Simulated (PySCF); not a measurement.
Isomers of C6H14FNSi.

All values: PBE0/pcSseg-1 (PySCF) at GFN2-xTB geometries, gas phase, one conformer each.

Task: Rank by the lowest Hirshfeld charge on any atom, highest value first.
A. `[CH3:1][CH2:2][CH2:3][C@@H:4]1[CH2:5][Si@@H:6]([CH2:7][F:8])[NH:9]1` with C1–C2–C3–C4 -177°, C2–C3–C4–C5 -75°, C5–Si6–C7–F8 -110°, C3–C4–C5–Si6 -106°, C4–C5–Si6–C7 -117°, C5–Si6–N9–C4 11°, C3–C4–N9–Si6 106°
B. `[CH2:1]=[CH:2][CH2:3][C@H:4]([F:5])[SiH2:6][N:7]([CH3:8])[CH3:9]` with C1–C2–C3–C4 -117°, C2–C3–C4–F5 -64°, C3–C4–Si6–N7 -164°, C4–Si6–N7–C8 -42°
C. `[CH3:1][CH2:2][C@@H:3]1[CH2:4][CH2:5][C@@H:6]1[NH:7][SiH2:8][F:9]` with C1–C2–C3–C4 176°, C5–C6–N7–Si8 107°, C6–N7–Si8–F9 45°, C2–C3–C4–C5 -133°, C3–C4–C5–C6 11°, C4–C5–C6–N7 107°, C2–C3–C6–C5 132°

Result: B (-0.176 e), C (-0.230 e), A (-0.254 e).

Task: Rank by HOMO–LUMO gap, lowest first.
A. `[CH3:1][CH2:2][CH2:3][C@@H:4]1[CH2:5][Si@@H:6]([CH2:7][F:8])[NH:9]1` with C1–C2–C3–C4 -177°, C2–C3–C4–C5 -75°, C5–Si6–C7–F8 -110°, C3–C4–C5–Si6 -106°, C4–C5–Si6–C7 -117°, C5–Si6–N9–C4 11°, C3–C4–N9–Si6 106°
B. `[CH2:1]=[CH:2][CH2:3][C@H:4]([F:5])[SiH2:6][N:7]([CH3:8])[CH3:9]` with C1–C2–C3–C4 -117°, C2–C3–C4–F5 -64°, C3–C4–Si6–N7 -164°, C4–Si6–N7–C8 -42°
C. `[CH3:1][NH:2][Si@@H:3]1[CH2:4][CH2:5][C@H:6]1[C@@H:7]([CH3:8])[F:9]` with C1–N2–Si3–C4 165°, C5–C6–C7–C8 173°, N2–Si3–C4–C5 -122°, Si3–C4–C5–C6 13°, C4–C5–C6–C7 -136°, N2–Si3–C6–C5 121°

Result: B (6.68 eV), A (7.10 eV), C (7.40 eV).

Task: Rank by HOMO energy, highest first.
A. `[CH3:1][CH2:2][CH2:3][C@@H:4]1[CH2:5][Si@@H:6]([CH2:7][F:8])[NH:9]1` with C1–C2–C3–C4 -177°, C2–C3–C4–C5 -75°, C5–Si6–C7–F8 -110°, C3–C4–C5–Si6 -106°, C4–C5–Si6–C7 -117°, C5–Si6–N9–C4 11°, C3–C4–N9–Si6 106°
B. `[CH3:1][CH2:2][C@@H:3]1[CH2:4][CH2:5][C@@H:6]1[NH:7][SiH2:8][F:9]` with C1–C2–C3–C4 176°, C5–C6–N7–Si8 107°, C6–N7–Si8–F9 45°, C2–C3–C4–C5 -133°, C3–C4–C5–C6 11°, C4–C5–C6–N7 107°, C2–C3–C6–C5 132°
C. `[CH2:1]=[CH:2][CH2:3][C@H:4]([F:5])[SiH2:6][N:7]([CH3:8])[CH3:9]` with C1–C2–C3–C4 -117°, C2–C3–C4–F5 -64°, C3–C4–Si6–N7 -164°, C4–Si6–N7–C8 -42°

Result: C (-6.39 eV), A (-6.70 eV), B (-6.85 eV).

All values together:

```
                      SMILES  μ (D)  HOMO (eV)  LUMO (eV)  lowest IAO charge (e)  highest IAO charge (e)  lowest Hirshfeld charge (e)  highest Hirshfeld charge (e)
    CCC[C@@H]1C[Si@@H](CF)N1   2.29      -6.70       0.40             -0.691 (N)             +1.019 (Si)                   -0.254 (N)                   +0.400 (Si)
     C=CC[C@H](F)[SiH2]N(C)C   1.47      -6.39       0.29             -0.504 (N)             +0.876 (Si)                   -0.176 (N)                   +0.356 (Si)
CN[Si@@H]1CC[C@H]1[C@@H](C)F   3.19      -6.81       0.59             -0.670 (N)             +0.996 (Si)                   -0.245 (N)                   +0.392 (Si)
  CC[C@@H]1CC[C@@H]1N[SiH2]F   2.22      -6.85       0.66             -0.679 (N)             +1.193 (Si)                   -0.230 (N)                   +0.449 (Si)
```

Conformers: `[CH3:1][CH2:2][CH2:3][C@@H:4]1[CH2:5][Si@@H:6]([CH2:7][F:8])[NH:9]1` with C1–C2–C3–C4 -177°, C2–C3–C4–C5 -75°, C5–Si6–C7–F8 -110°, C3–C4–C5–Si6 -106°, C4–C5–Si6–C7 -117°, C5–Si6–N9–C4 11°, C3–C4–N9–Si6 106°; `[CH2:1]=[CH:2][CH2:3][C@H:4]([F:5])[SiH2:6][N:7]([CH3:8])[CH3:9]` with C1–C2–C3–C4 -117°, C2–C3–C4–F5 -64°, C3–C4–Si6–N7 -164°, C4–Si6–N7–C8 -42°; `[CH3:1][NH:2][Si@@H:3]1[CH2:4][CH2:5][C@H:6]1[C@@H:7]([CH3:8])[F:9]` with C1–N2–Si3–C4 165°, C5–C6–C7–C8 173°, N2–Si3–C4–C5 -122°, Si3–C4–C5–C6 13°, C4–C5–C6–C7 -136°, N2–Si3–C6–C5 121°; `[CH3:1][CH2:2][C@@H:3]1[CH2:4][CH2:5][C@@H:6]1[NH:7][SiH2:8][F:9]` with C1–C2–C3–C4 176°, C5–C6–N7–Si8 107°, C6–N7–Si8–F9 45°, C2–C3–C4–C5 -133°, C3–C4–C5–C6 11°, C4–C5–C6–N7 107°, C2–C3–C6–C5 132°.
